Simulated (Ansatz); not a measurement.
The cluster Ge₄H₆⁻: single points at one geometry.

```yaml
crystal:
  periodic: [false, false, false]
  atoms:
    - {symbol: Ge, position_ang: [-0.992544, -1.055306, -1.161547]}
    - {symbol: Ge, position_ang: [0.392566, 0.709260, 1.670615]}
    - {symbol: Ge, position_ang: [-0.784106, 1.279620, -0.413791]}
    - {symbol: Ge, position_ang: [1.081310, -1.108254, 0.161717]}
    - {symbol: H, position_ang: [-2.169478, -1.814044, -0.494891]}
    - {symbol: H, position_ang: [1.464146, 1.681551, 2.231171]}
    - {symbol: H, position_ang: [0.385246, 1.827833, -1.327312]}
    - {symbol: H, position_ang: [2.114676, -0.385941, -0.793720]}
    - {symbol: H, position_ang: [-0.936749, -1.377357, -2.678455]}
    - {symbol: H, position_ang: [-0.555066, 0.242647, 2.806202]}
basis:
  gaussian: {orbitals: def2-TZVPD}
total_charge: -1
magnetization: {spin_polarized: true, initial_magnetization: 1}
hamiltonian: {xc: pbe0, dispersion: d4}
scf: {omitted_lower_state_checks: [starts]}
output: {orbitals: {seedname: orbitals}}
```

The file start.molden holds the orbitals of an earlier run on this structure, at another level or in another basis.

```sh
$ ansatz run in.yaml --threads 4 --pin off --events-out ev --progress --plain --max-ram 8704MiB
```

Output, abridged:

```
Functional definition: PBE0
2010 factors; their error is unknown
mean field evaluation 1: about -226141.6047 eV, gradient 2.5e1 eV
mean field evaluation 2: about -226141.1786 eV, gradient 2.9e1 eV
mean field evaluation 4: about -226142.7924 eV, gradient 8.3e-1 eV
mean field evaluation 8: about -226143.7103 eV, gradient 2.2e-1 eV
mean field evaluation 16: about -226143.7104 eV, gradient 3.1e-4 eV
mean field -226143.71044609 eV, -8310.6280731813 hartree, gradient 7.1e-5 eV, S^2 0.758053; 0 other end points of the search recorded, 0 dependent functions left out
reference -226143.71049091 eV, -8310.6280748286 hartree; 68, 67 occupied and 202, 203 virtual orbitals, 2010 factors
Total energy: -226144.04234936 eV, -8310.6402704015 hartree
Checks for a lower state left out: starts
```

It took 18 s on 4 threads of Intel Xeon Platinum 8223CL on a shared host, peak host memory 1.9 GiB.

The first input with `gaussian: {orbitals: def2-TZVPD, initial_orbitals: start.molden}`, `hamiltonian: {xc: pbe, dispersion: d4}` (abridged; 6.5 s):

```
Functional definition: PBE
mean field -226137.81068190 eV, -8310.4112608463 hartree, gradient 2.1e-5 eV, S^2 0.753271
Total energy: -226138.19560702 eV, -8310.4254065838 hartree
Checks for a lower state left out: starts
```

As the first input, with `gaussian: {orbitals: def2-TZVPD, initial_orbitals: start.molden}`, `hamiltonian: {xc: {name: CAM-B3LYP}, dispersion: d4}` (abridged; 25 s):

```
Functional definition: CAM-B3LYP
mean field -226184.85037306 eV, -8312.1399376117 hartree, gradient 1.5e-5 eV, S^2 0.761155
Total energy: -226185.20087377 eV, -8312.1528182755 hartree
Checks for a lower state left out: starts
```

Geometry: PBE-D4/def2-SVP, that of the neutral singlet.

At PBE0-D4/def2-TZVPD, PBE-D4/def2-TZVPD the highest occupied level of the charge -1 doublet lies above zero (up to 1.14 eV). By energy differences its removal costs 1.05 eV (vertical, to the charge 0 singlet, at PBE-D4/def2-TZVPD); a positive level beside a positive removal energy at the same level points to self-interaction error. The structure comes from a short search, and lower isomers may exist.
